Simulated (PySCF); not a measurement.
In(Cl)(OMe)(NH2) (CH5ClInNO), SMILES C[O][In]([NH2])[Cl]. Coordinates come from a PBE-D3(BJ)/def2-SVP optimisation. The structure was generated by enumeration; whether it is a known compound was not checked. The def2 effective core potentials stand for the cores of In; spin–orbit coupling is left out. Other conformers were not sampled.

Computed equilibrium geometry at PBE-D3(BJ)/def2-SVP (PySCF confirms it by a frequency run) as a Z-matrix (one conformer of several):
```
In
O 1 2.0226
C 2 1.4116 1 120.64
H 3 1.1136 2 108.01 1 178.49
H 3 1.1174 4 106.77 2 122.90
H 3 1.1181 4 106.55 5 114.39
N 1 2.0636 2 126.18 3 -5.15
H 7 1.0301 1 111.40 2 43.24
H 7 1.0301 8 106.76 1 -120.03
Cl 1 2.3610 2 112.98 3 -174.82
```
Charge 0, spin multiplicity 1.
